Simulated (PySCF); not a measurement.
**Peak assignment**

Geometry (Å), atoms numbered from 1 in this order:
```xyz
18

C     2.687    0.532   -1.101
Si    1.858   -0.631    0.152
C     0.002   -0.281    0.224
C    -0.519    0.653    1.116
C    -1.877    0.911    1.176
C    -2.747    0.234    0.337
C    -2.248   -0.694   -0.561
C    -0.889   -0.945   -0.613
H     2.549    1.574   -0.825
H     3.755    0.345   -1.157
H     2.276    0.400   -2.098
H     2.434   -0.417    1.486
H     2.061   -2.028   -0.256
H     0.152    1.185    1.776
H    -2.259    1.638    1.878
H    -3.809    0.428    0.385
H    -2.923   -1.223   -1.220
H    -0.510   -1.674   -1.316
```

[PySCF: PBE0/pcSseg-1 with gauge-including orbitals; GFN2-xTB geometry; one computed conformer; relativity neglected; in vacuum; rapidly exchanging positions averaged]

Referencing at the same level of theory: ¹³C (σref 186.93) and ¹H (σref 31.72) vs TMS.

**Question.** Assign these signals to the numbered atoms. ¹³C{¹H} NMR (computed): δ 140.7 (CH), 140.6 (C), 135.0 (CH), 133.2 (CH), -3.1 (CH3).

**Answer.** 
```tsv
δ (ppm)	atoms	environment	reason
140.7	C4/C8	aromatic CH	–
140.6	C3	substituted aromatic carbon	–
135.0	C6	aromatic CH	the aromatic region
133.2	C5/C7	aromatic CH	–
-3.1	C1	methyl carbon bonded to Si	an electropositive neighbour leaves it electron-rich and shielded
```

C4/C8 and C3; C6 and C5/C7 lie closer than the usual error of such a calculation, so a measured spectrum could show them in the other order.

**Question.** Assign these signals to the numbered atoms. ¹H NMR (500 MHz, computed): δ 7.85 (d, 2H), 7.66 (m, 1H), 7.65 (m, 2H), 4.75 (q, 2H), 0.30 (t, 3H).

**Answer.** 
7.85 → H14/H18, hydrogen on an aromatic CH: it sits in the deshielding region of the aromatic ring current
7.66 → H16, hydrogen on an aromatic CH
7.65 → H15/H17, hydrogen on an aromatic CH
4.75 → H12/H13, hydrogen on a silicon bonded to 2 C
0.30 → H9/H10/H11, hydrogen on a methyl carbon bonded to Si: an electropositive neighbour shields it, as in TMS itself

H16 and H15/H17 lie closer than the usual error of such a calculation, so a measured spectrum could show them in the other order.

Shifts are as computed. Against solution values, carbons near 30 ppm lie about +3 ppm off and those near 130 ppm about +5 ppm. Of 1211 compounds with measured shifts, 218 miss one by over three times the rms of a fit or turn the order of signals round; such compounds aren't used in these exercises. Multiplicities follow the n + 1 count of equivalent neighbours, as no J values were calculated; m marks all less simple cases, F and P coupling included.
